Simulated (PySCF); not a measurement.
C₅H₁₂OSi, singlet, at a GFN2-xTB geometry, with bond 15-5 at 2.4 times its length; CASSCF(6,6)/STO-3G run with PySCF.

The PySCF input:
```python
from pyscf import gto, scf, mcscf
import numpy

mol = gto.Mole()
mol.atom = '''
    C     1.677862    1.708517   -1.668138
    C     1.579403    0.445279   -1.288922
    C     1.376325   -0.003462    0.112741
    Si   -0.494547   -0.310198    0.445475
    C    -1.114034   -1.705530   -0.695278
    C    -0.814032   -0.707077    2.272768
    O    -1.315857    1.078599    0.174168
    H     1.796462    1.990934   -2.700553
    H     1.661804    2.514532   -0.951951
    H     1.599730   -0.341259   -2.032517
    H     1.946718   -0.911659    0.296831
    H     1.734017    0.761579    0.801606
    H    -2.178797   -1.870336   -0.560060
    H    -0.952954   -1.464266   -1.742352
    H     0.094138   -3.962408   -0.216345
    H    -0.351069   -1.643543    2.565111
    H    -0.427424    0.072803    2.920303
    H    -1.878831   -0.790523    2.460955
    H    -1.121649    1.615257   -0.590673
'''
mol.basis = 'sto-3g'
mol.charge = 0
mol.spin = 0
mol.verbose = 4
mol.build()

mf = scf.RHF(mol)
mf.kernel()
mc = mcscf.CASSCF(mf, 6, 6)
mc.fix_spin_(ss=0.0)
mc = mc.newton()
mc.kernel()
occ = numpy.linalg.eigvalsh(mc.fcisolver.make_rdm1(mc.ci, mc.ncas, mc.nelecas))[::-1]
ss = mc.fcisolver.spin_square(mc.ci, mc.ncas, mc.nelecas)[0]
print('natural occupations', occ.round(4), ' <S^2>', round(ss, 4))
```

It wrote (shortened):

```
PySCF version 2.14.0

[INPUT] verbose = 4
[INPUT] num. atoms = 19
[INPUT] num. electrons = 64
[INPUT] charge = 0
[INPUT] spin (= nelec alpha-beta = 2S) = 0
[INPUT] symmetry False subgroup None
[INPUT] Mole.unit = angstrom
[INPUT] Symbol           X                Y                Z      unit          X                Y                Z       unit  Magmom
[INPUT]  1 C      1.677862000000   1.708517000000  -1.668138000000 AA    3.170699654815   3.228629209164  -3.152323957980 Bohr   0.0
[INPUT]  2 C      1.579403000000   0.445279000000  -1.288922000000 AA    2.984639110316   0.841455359020  -2.435709575927 Bohr   0.0
[INPUT]  3 C      1.376325000000  -0.003462000000   0.112741000000 AA    2.600877308392  -0.006542231843   0.213049613010 Bohr   0.0
[INPUT]  4 Si    -0.494547000000  -0.310198000000   0.445475000000 AA   -0.934558385725  -0.586189264388   0.841825745341 Bohr   0.0
[INPUT]  5 C     -1.114034000000  -1.705530000000  -0.695278000000 AA   -2.105219153454  -3.222984597229  -1.313885000435 Bohr   0.0
[INPUT]  6 C     -0.814032000000  -0.707077000000   2.272768000000 AA   -1.538297536632  -1.336181878979   4.294909064675 Bohr   0.0
[INPUT]  7 O     -1.315857000000   1.078599000000   0.174168000000 AA   -2.486609349092   2.038256708230   0.329129819663 Bohr   0.0
[INPUT]  8 H      1.796462000000   1.990934000000  -2.700553000000 AA    3.394821173188   3.762319992085  -5.103305554873 Bohr   0.0
[INPUT]  9 H      1.661804000000   2.514532000000  -0.951951000000 AA    3.140354432707   4.751776811455  -1.798926674006 Bohr   0.0
[INPUT] 10 H      1.599730000000  -0.341259000000  -2.032517000000 AA    3.023051573250  -0.644886047543  -3.840900473523 Bohr   0.0
[INPUT] 11 H      1.946718000000  -0.911659000000   0.296831000000 AA    3.678763861761  -1.722785828995   0.560929295281 Bohr   0.0
[INPUT] 12 H      1.734017000000   0.761579000000   0.801606000000 AA    3.276817225340   1.439175732220   1.514815799808 Bohr   0.0
[INPUT] 13 H     -2.178797000000  -1.870336000000  -0.560060000000 AA   -4.117329611024  -3.534422800915  -1.058360013324 Bohr   0.0
[INPUT] 14 H     -0.952954000000  -1.464266000000  -1.742352000000 AA   -1.800822069309  -2.767061713512  -3.292568092588 Bohr   0.0
[INPUT] 15 H      0.094138000000  -3.962408000000  -0.216345000000 AA    0.177895037914  -7.487865913786  -0.408832798419 Bohr   0.0
[INPUT] 16 H     -0.351069000000  -1.643543000000   2.565111000000 AA   -0.663424260825  -3.105846143946   4.847357269109 Bohr   0.0
[INPUT] 17 H     -0.427424000000   0.072803000000   2.920303000000 AA   -0.807714299066   0.137577731047   5.518572870746 Bohr   0.0
[INPUT] 18 H     -1.878831000000  -0.790523000000   2.460955000000 AA   -3.550476024343  -1.493871965170   4.650530954879 Bohr   0.0
[INPUT] 19 H     -1.121649000000   1.615257000000  -0.590673000000 AA   -2.119609417892   3.052393350787  -1.116210199175 Bohr   0.0

nuclear repulsion = 379.558877736489
number of shells = 35
number of NR pGTOs = 153
number of NR cGTOs = 51
basis = sto-3g
ecp = {}

******** <class 'pyscf.scf.hf.RHF'> ********
method = RHF
initial guess = minao
damping factor = 0
level_shift factor = 0
DIIS = <class 'pyscf.scf.diis.CDIIS'>
diis_start_cycle = 1
diis_space = 8
diis_damp = 0
SCF conv_tol = 1e-09
SCF conv_tol_grad = None
SCF max_cycles = 50
direct_scf = True
direct_scf_tol = 1e-13
Set gradient conv threshold to 3.16228e-05
Initial guess from minao.
init E= -553.932878106456
  HOMO = -0.188444694329762  LUMO = -0.0888626708794583  gap/eV = 2.70976
cycle= 1 E= -553.035661878135  delta_E= 0.897  |g|= 0.471  |ddm|=  5.1
  HOMO = -0.189229726212556  LUMO = 0.0914844388397172  gap/eV = 7.63862
cycle= 2 E= -553.11924732597  delta_E= -0.0836  |g|= 0.127  |ddm|= 0.868
  HOMO = -0.191611634611104  LUMO = 0.103383145209911  gap/eV = 8.02722
cycle= 3 E= -553.125567570837  delta_E= -0.00632  |g|= 0.0351  |ddm|= 0.231
  HOMO = -0.199066821491452  LUMO = 0.0967119605842568  gap/eV = 8.04855
cycle= 4 E= -553.12608175081  delta_E= -0.000514  |g|= 0.018  |ddm|= 0.0845
  HOMO = -0.199073076826812  LUMO = 0.0978237240319  gap/eV = 8.07897
cycle= 5 E= -553.126224292984  delta_E= -0.000143  |g|= 0.0059  |ddm|= 0.0372
  HOMO = -0.19882593386538  LUMO = 0.0979838878621268  gap/eV = 8.07661
cycle= 6 E= -553.126243091573  delta_E= -1.88e-05  |g|= 0.0017  |ddm|= 0.0106
  HOMO = -0.198701677505122  LUMO = 0.0982373920560505  gap/eV = 8.08012
cycle= 7 E= -553.126246732101  delta_E= -3.64e-06  |g|= 0.000654  |ddm|= 0.00579
  HOMO = -0.198746357089218  LUMO = 0.0982452677071594  gap/eV = 8.08155
cycle= 8 E= -553.126247420816  delta_E= -6.89e-07  |g|= 0.00023  |ddm|= 0.00274
  HOMO = -0.198797160397663  LUMO = 0.0982139790506716  gap/eV = 8.08208
cycle= 9 E= -553.126247501372  delta_E= -8.06e-08  |g|= 5.59e-05  |ddm|= 0.000971
  HOMO = -0.198800799338591  LUMO = 0.0982128541472465  gap/eV = 8.08215
cycle= 10 E= -553.126247505682  delta_E= -4.31e-09  |g|= 1.54e-05  |ddm|= 0.000223
  HOMO = -0.198799848307393  LUMO = 0.0982143904154911  gap/eV = 8.08217
cycle= 11 E= -553.126247505905  delta_E= -2.23e-10  |g|= 3.09e-06  |ddm|= 4.99e-05
  HOMO = -0.198799948148595  LUMO = 0.0982143545225826  gap/eV = 8.08217
Extra cycle  E= -553.126247505915  delta_E= -9.55e-12  |g|= 1.39e-06  |ddm|= 7.28e-06
converged SCF energy = -553.126247505915

******** <class 'pyscf.mcscf.newton_casscf.CASSCF'> ********
CAS (3e+3e, 6o), ncore = 29, nvir = 16
max_cycle_macro = 50
max_cycle_micro = 10
conv_tol = 1e-07
conv_tol_grad = None
orbital rotation max_stepsize = 0.03
augmented hessian ah_max_cycle = 30
augmented hessian ah_conv_tol = 1e-12
augmented hessian ah_linear dependence = 1e-14
augmented hessian ah_level shift = 1e-08
augmented hessian ah_start_tol = 500
augmented hessian ah_start_cycle = 3
augmented hessian ah_grad_trust_region = 3
kf_trust_region = 3
kf_interval = 5
natorb = False
canonicalization = True
internal_rotation = False
******** <class 'pyscf.fci.addons.SpinPenaltyFCISolver'> ********
max. cycles = 50
conv_tol = 1e-08
davidson only = True
linear dependence = 1e-12
level shift = 0.001
max iter space = 12
nroots = 1
pspace_size = 400
spin = None

WARN: SO-CASSCF (Second order CASSCF) is an experimental feature. Its performance is bad for large systems.

CASCI E = -553.316613205379  dE = -553.31661  S^2 = 0.0000000
Set conv_tol_grad to 0.000316228
macro 1 (18 JK  14 micro), CASSCF E = -553.343578103381  dE = -0.02696  |grad|=0.111  S^2 = 0.0000000
macro 2 (17 JK  13 micro), CASSCF E = -553.348744776108  dE = -0.005167  |grad|=0.145  S^2 = 0.0000000
macro 3 (11 JK  7 micro), CASSCF E = -553.353588002091  dE = -0.004843  |grad|=0.0536  S^2 = 0.0000000
macro 4 (11 JK  7 micro), CASSCF E = -553.358733646954  dE = -0.005146  |grad|=0.041  S^2 = 0.0000000
macro 5 (9 JK  5 micro), CASSCF E = -553.36072310939  dE = -0.001989  |grad|=0.0154  S^2 = 0.0000000
macro 6 (6 JK  2 micro), CASSCF E = -553.360922485833  dE = -0.0001994  |grad|=0.00749  S^2 = 0.0000000
macro 7 (5 JK  1 micro), CASSCF E = -553.360922486423  dE = -5.899e-10  |grad|=0.00752  S^2 = 0.0000000
macro 8 (5 JK  1 micro), CASSCF E = -553.360922486616  dE = -1.929e-10  |grad|=0.00752  S^2 = 0.0000000
macro 9 (5 JK  1 micro), CASSCF E = -553.360922486702  dE = -8.617e-11  |grad|=0.00752  S^2 = 0.0000000
macro 10 (5 JK  1 micro), CASSCF E = -553.360922486746  dE = -4.434e-11  |grad|=0.00752  S^2 = 0.0000000
macro 11 (5 JK  1 micro), CASSCF E = -553.36092248677  dE = -2.331e-11  |grad|=0.00752  S^2 = 0.0000000
macro 12 (5 JK  1 micro), CASSCF E = -553.360922486783  dE = -1.33e-11  |grad|=0.00752  S^2 = 0.0000000
macro 13 (5 JK  1 micro), CASSCF E = -553.36092248679  dE = -6.935e-12  |grad|=0.00752  S^2 = 0.0000000
macro 14 (5 JK  1 micro), CASSCF E = -553.360922486794  dE = -3.638e-12  |grad|=0.00752  S^2 = 0.0000000
macro 15 (5 JK  1 micro), CASSCF E = -553.360922486796  dE = -2.046e-12  |grad|=0.00752  S^2 = 0.0000000
macro 16 (5 JK  1 micro), CASSCF E = -553.360922486796  dE = -2.274e-13  |grad|=0.00752  S^2 = 0.0000000
macro 17 (5 JK  1 micro), CASSCF E = -553.360922486796  dE = -1.137e-13  |grad|=0.00752  S^2 = 0.0000000
macro 18 (5 JK  1 micro), CASSCF E = -553.360922486795  dE = 1.023e-12  |grad|=0.00752  S^2 = 0.0000000
macro 19 (5 JK  1 micro), CASSCF E = -553.360922486796  dE = -6.821e-13  |grad|=0.00752  S^2 = 0.0000000
macro 20 (5 JK  1 micro), CASSCF E = -553.360922486796  dE = 0  |grad|=0.00752  S^2 = 0.0000000
macro 21 (5 JK  1 micro), CASSCF E = -553.360922486796  dE = -2.274e-13  |grad|=0.00752  S^2 = 0.0000000
macro 22 (5 JK  1 micro), CASSCF E = -553.360922486796  dE = 0  |grad|=0.00752  S^2 = 0.0000000
macro 23 (5 JK  1 micro), CASSCF E = -553.360922486795  dE = 7.958e-13  |grad|=0.00752  S^2 = 0.0000000
macro 24 (5 JK  1 micro), CASSCF E = -553.360922486796  dE = -4.547e-13  |grad|=0.00752  S^2 = 0.0000000
macro 25 (5 JK  1 micro), CASSCF E = -553.360922486796  dE = -1.137e-13  |grad|=0.00752  S^2 = 0.0000000
macro 26 (5 JK  1 micro), CASSCF E = -553.360922486795  dE = 9.095e-13  |grad|=0.00752  S^2 = 0.0000000
macro 27 (5 JK  1 micro), CASSCF E = -553.360922486795  dE = -6.821e-13  |grad|=0.00752  S^2 = 0.0000000
macro 28 (5 JK  1 micro), CASSCF E = -553.360922486795  dE = 1.137e-13  |grad|=0.00752  S^2 = 0.0000000
macro 29 (5 JK  1 micro), CASSCF E = -553.360922486794  dE = 9.095e-13  |grad|=0.00752  S^2 = 0.0000000
macro 30 (5 JK  1 micro), CASSCF E = -553.360922486795  dE = -4.547e-13  |grad|=0.00752  S^2 = 0.0000000
macro 31 (5 JK  1 micro), CASSCF E = -553.360922486795  dE = -1.137e-13  |grad|=0.00752  S^2 = 0.0000000
macro 32 (5 JK  1 micro), CASSCF E = -553.360922486794  dE = 4.547e-13  |grad|=0.00752  S^2 = 0.0000000
macro 33 (5 JK  1 micro), CASSCF E = -553.360922486795  dE = -7.958e-13  |grad|=0.00752  S^2 = 0.0000000
macro 34 (5 JK  1 micro), CASSCF E = -553.360922486795  dE = 0  |grad|=0.00752  S^2 = 0.0000000
macro 35 (5 JK  1 micro), CASSCF E = -553.360922486794  dE = 9.095e-13  |grad|=0.00752  S^2 = 0.0000000
macro 36 (5 JK  1 micro), CASSCF E = -553.360922486795  dE = -2.274e-13  |grad|=0.00752  S^2 = 0.0000000
macro 37 (5 JK  1 micro), CASSCF E = -553.360922486795  dE = -2.274e-13  |grad|=0.00752  S^2 = 0.0000000
macro 38 (5 JK  1 micro), CASSCF E = -553.360922486795  dE = 1.137e-13  |grad|=0.00752  S^2 = 0.0000000
macro 39 (5 JK  1 micro), CASSCF E = -553.360922486795  dE = -1.137e-13  |grad|=0.00752  S^2 = 0.0000000
macro 40 (5 JK  1 micro), CASSCF E = -553.360922486795  dE = 0  |grad|=0.00752  S^2 = 0.0000000
macro 41 (5 JK  1 micro), CASSCF E = -553.360922486794  dE = 9.095e-13  |grad|=0.00752  S^2 = 0.0000000
macro 42 (5 JK  1 micro), CASSCF E = -553.360922486794  dE = 0  |grad|=0.00752  S^2 = 0.0000000
macro 43 (5 JK  1 micro), CASSCF E = -553.360922486794  dE = -1.137e-13  |grad|=0.00752  S^2 = 0.0000000
macro 44 (5 JK  1 micro), CASSCF E = -553.360922486794  dE = 3.411e-13  |grad|=0.00752  S^2 = 0.0000000
macro 45 (5 JK  1 micro), CASSCF E = -553.360922486794  dE = -2.274e-13  |grad|=0.00752  S^2 = 0.0000000
macro 46 (5 JK  1 micro), CASSCF E = -553.360922486794  dE = 0  |grad|=0.00752  S^2 = 0.0000000
macro 47 (5 JK  1 micro), CASSCF E = -553.360922486794  dE = 3.411e-13  |grad|=0.00752  S^2 = 0.0000000
macro 48 (5 JK  1 micro), CASSCF E = -553.360922486794  dE = -3.411e-13  |grad|=0.00752  S^2 = 0.0000000
macro 49 (5 JK  1 micro), CASSCF E = -553.360922486794  dE = 0  |grad|=0.00752  S^2 = 0.0000000
macro 50 (5 JK  1 micro), CASSCF E = -553.360922486793  dE = 4.547e-13  |grad|=0.00752  S^2 = 0.0000000
newton CASSCF not converged, 50 macro (100 KF 192 Hx) steps
CASSCF canonicalization
Density matrix diagonal elements [1.95818489 1.89099742 1.32781515 0.68500892 0.11138231 0.02661131]
CASSCF energy = -553.360922486793
CASCI E = -553.360922486793  E(CI) = -6.08011498422434  S^2 = 0.0000000
natural occupations [1.9772 1.8869 1.3161 0.684  0.1131 0.0228]  <S^2> 0.0
```

Convergence was not reached.
